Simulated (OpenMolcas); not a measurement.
An OpenMolcas run meant for Al III (ANO-R3, X2C; inactive shells 1s 2s 2p; intended active space 1 electron in 8 orbitals (3s 3p 4s 4p)). One step of its input:

```
&CASPT2
Multistate=1 1
Frozen=1 0
IPEA=1.5
Imaginary=0.1
MaxIter=60
WThr=0.0 0.3 0.05
PrWF=0.5
NoMix
```

The run finished. Its levels beside those of a sound run (SS-CASPT2, IPEA 0.25 Eh, imaginary shift 0.1 Eh (closed shells correlated: 2s 2p)), in cm-1 above each run's lowest level:

| Level | This run | Usual run |
| --- | --- | --- |
| 3s 2S 1/2 | 0.0 | 0.0 |
| 3p 2P* 1/2 | 53683 | 53732 |
| 3p 2P* 3/2 | 53876 | 53925 |

Q: Which setting is unsound, and how much does it matter here?

A: The IPEA shift is far above its usual 0.25 hartree. Against the sound run the excited levels shown move by 49 cm-1 on average and by 49 cm-1 at most.

With one active electron outside closed inactive shells, the extra shells (4p 4s) add no correlation to the reference. With one active electron, CASPT2 adds the correlation within the correlated inactive shells and between them and that electron, and leaves the splitting within a term as the reference gives it. Only configurations of the active space appear.

* marks odd parity.
